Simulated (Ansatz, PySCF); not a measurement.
Gas-phase reaction (SMILES): [SiH3]c1cccnc1 [pyridin-3-ylsilane] + 10 [H][H] (H2) → 5 C (CH4) + N (NH3) + [SiH4] (SiH4); energy of full hydrogenation.

Geometries: B3LYP-D3(BJ)/def2-TZVP minima from Ansatz (a quantum-chemistry and plane-wave program). Correlated levels leave the core frozen unless marked. Spin-orbit coupling is left out. No relativistic terms. CBS(X,Y): correlation extrapolated as X^-3; Hartree-Fock from the larger set. Unstable Hartree-Fock reference: [SiH3]c1cccnc1. Thermal terms are rigid-rotor harmonic-oscillator values from B3LYP-D3(BJ) frequencies (PySCF) at 298.15 K and 1 atm. 1 Eh = 627.5095 kcal/mol.

| species | E, CCSD(T)/CBS(cc-pV(T+d)Z,cc-pV(Q+d)Z) (Ansatz) (Eh) | E, PBE/def2-TZVPD (Ansatz) (Eh) | H - E (Eh) |
|---|---|---|---|
| [SiH3]c1cccnc1 | -538.21833 | -538.60229 | 0.11134 |
| [H][H] (H2) | -1.17450 | -1.16589 | 0.01336 |
| C (CH4) | -40.45816 | -40.46301 | 0.04840 |
| N (NH3) | -56.50369 | -56.51037 | 0.03799 |
| [SiH4] (SiH4) | -291.45815 | -291.72111 | 0.03520 |

Work out ΔE and ΔH at 298.15 K at the first level, then ΔH at the second.


1. ΔE = [5×(-40.45816) + (-56.50369) + (-291.45815)] - [(-538.21833) + 10×(-1.17450)] = -0.28931 Eh = -181.5 kcal/mol at CCSD(T)/CBS(cc-pV(T+d)Z,cc-pV(Q+d)Z).
2. The terms H - E add up to 0.07025 Eh, so ΔH = (-0.28931 + (0.07025))×627.5095 = -137.5 kcal/mol.
3. At PBE/def2-TZVPD the same steps give ΔE = -179.1 and ΔH = -135.0 kcal/mol, a shift of +2.5 from the first level.
4. These values are not checked against measurement here, since the tables used lack a sound gas-phase enthalpy of formation for at least one species.
